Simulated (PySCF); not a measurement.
## Ionisation energy of Kr by level of theory

Kr [Kr] → Kr⁺ [Ar] 3d10 4s2 4p5 [4p1/2^2 4p3/2^3, M_J = 3/2], as a difference of total energies. All numbers are calculated (PySCF 2.14, the two-component X2C-1e Hamiltonian, in x2c-TZVPall-2c). Correlated levels: [Ne] frozen. "Screened" scales the spin-orbit matrix elements by Boettger's factors to mimic the two-electron term; Breit and QED terms are absent.

```json
{"method": "GHF (spin-free)", "ionisation energy (eV)": "13.189", "error (eV)": "-0.811"}
{"method": "GMP2 (spin-free)", "ionisation energy (eV)": "14.060", "error (eV)": "+0.060"}
{"method": "GHF (screened spin-orbit)", "ionisation energy (eV)": "12.967", "error (eV)": "-1.033"}
{"method": "GMP2 (screened spin-orbit)", "ionisation energy (eV)": "13.840", "error (eV)": "-0.160"}
```

Reference: 14.000 eV (measured; NIST Atomic Spectra Database, ionization energies).

The spin-free rows lack the spin-orbit shift.

Errors of the correlated levels include the incompleteness of this basis and the frozen core.
